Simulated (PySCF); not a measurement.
(2S)-1-bromo-2-fluoropropane (C₃H₆BrF), SMILES BrC[C@@H](F)C. Atoms are numbered in the order given.

```xyz
11

C     -2.1700    -0.1147    -0.2319
C     -1.0220    -1.0498     0.0850
F     -1.4742    -2.0400     0.9575
C      0.1614    -0.3977     0.7882
Br     1.1078     0.8550    -0.3847
H     -1.8496     0.6668    -0.9354
H     -2.9998    -0.6784    -0.6825
H     -2.5338     0.3668     0.6895
H     -0.6666    -1.5551    -0.8299
H     -0.1631     0.1695     1.6703
H      0.8901    -1.1601     1.0884
```
Charge 0, spin multiplicity 1.

The structure is a stationary point at B3LYP-D3(BJ)/def2-SVP. Other conformers were not sampled.

These are TDA-ωB97X/def2-SVPD in PySCF values and carry that method's errors.

Vertical excitations. 

Computed excitation energies, oscillator strengths and character:
| state | energy (eV) | λ (nm) | f | main pairs |
|---|---|---|---|---|
| S1 | 6.28 | 197 | 0.000 | HOMO→LUMO 87 % |
| S2 | 6.36 | 195 | 0.000 | HOMO−1→LUMO 87 % |
| S3 | 8.22 | 151 | 0.087 | HOMO→LUMO+1 81 % |
| S4 | 8.31 | 149 | 0.103 | HOMO−1→LUMO+1 81 % |
| S5 | 8.90 | 139 | 0.004 | HOMO−2→LUMO 77 % |
| S6 | 9.11 | 136 | 0.107 | HOMO−3→LUMO 47 %, HOMO−1→LUMO+2 27 % |
| S7 | 9.13 | 136 | 0.024 | HOMO→LUMO+2 66 %, HOMO−1→LUMO+3 12 %, HOMO→LUMO+3 10 % |
| S8 | 9.18 | 135 | 0.027 | HOMO→LUMO+3 56 %, HOMO−1→LUMO+2 22 % |
| S9 | 9.32 | 133 | 0.002 | HOMO−1→LUMO+3 68 % |
| S10 | 9.38 | 132 | 0.051 | HOMO−1→LUMO+2 30 %, HOMO−3→LUMO 20 %, HOMO→LUMO+3 13 %, HOMO−4→LUMO 10 % |
| T1 | 5.57 | 223 | 0 | HOMO→LUMO 82 % |
| T2 | 5.65 | 219 | 0 | HOMO−1→LUMO 81 % |
| T3 | 7.65 | 162 | 0 | HOMO−3→LUMO 36 %, HOMO−4→LUMO 36 % |
| T4 | 8.14 | 152 | 0 | HOMO→LUMO+1 81 % |
Triplets are in the Tamm–Dancoff approximation.
